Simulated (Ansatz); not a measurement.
`FC([SiH3])[TeH]` + `BC=O` → `O=CB[TeH]` + `FC[SiH3]` at 500 K and 1 bar (formal exchange of groups at a Te–C bond).

Gas-phase electronic energies from Ansatz, PBE0-D4/def2-TZVP geometries. CCSD(T)/CBS is the MP2 limit (def2-TZVPP, def2-QZVPP) plus CCSD(T) − MP2 in def2-TZVPP, frozen cores. def2 core potentials past Kr. For Te outer-core shells are correlated without core-valence functions, which leaves a few kJ/mol of doubt a bond. Each species was taken in one conformer, which may not be the lowest.

```csv
species,CCSD(T)/CBS energy (Eh),H − E (kJ/mol),S (J/(mol·K))
`FC([SiH3])[TeH]`,-697.62294,177.2,410.4
`BC=O`,-139.76288,127.0,302.2
`O=CB[TeH]`,-407.52349,134.6,379.7
`FC[SiH3]`,-429.90570,175.1,332.8
```

H − E and S are ideal-gas, rigid-rotor, harmonic terms from PBE0-D4/def2-TZVP, for one conformer and one mirror image of each species. 1 Eh = 2625.50 kJ/mol, R = 8.31446 J/(mol·K).

Task: By hand: ΔE, ΔH, ΔS and ΔG.

Result: ΔE = (-407.52349) + (-429.90570) − (-697.62294) − (-139.76288) = -0.04337 Eh = -113.9 kJ/mol. Δ(H − E) = 134.6 + 175.1 − 177.2 − 127.0 = 5.5, so ΔH = -108.4 kJ/mol. ΔS = 379.7 + 332.8 − 410.4 − 302.2 = -0.1 J/(mol·K). ΔG = -108.4 − 500 × (-0.1)/1000 = -108.4 kJ/mol.

Task: By hand: the equilibrium constant, and the temperature at which ΔG would vanish if ΔH and ΔS stayed fixed.

Result: log₁₀ K = −ΔG/(RT ln 10) = 11.3. ΔG = 0 at ΔH/ΔS = 1084000 K, far beyond where these terms or the molecules hold.

The number of gas molecules stays the same, so ΔS is small and ΔH decides. A doubt of 5 kJ/mol in ΔE shifts log₁₀ K by 0.5 here. Other conformers and mirror images would add mixing entropy, several J/(mol·K) or more a flexible species. Modes under 60 cm⁻¹, often nearly free rotors, make the harmonic entropy too high. These are equilibria of isolated gas molecules and say nothing of rates. Largest T1 diagnostic: 0.021 (customary marks: 0.02 for closed shells, 0.045 for open ones).
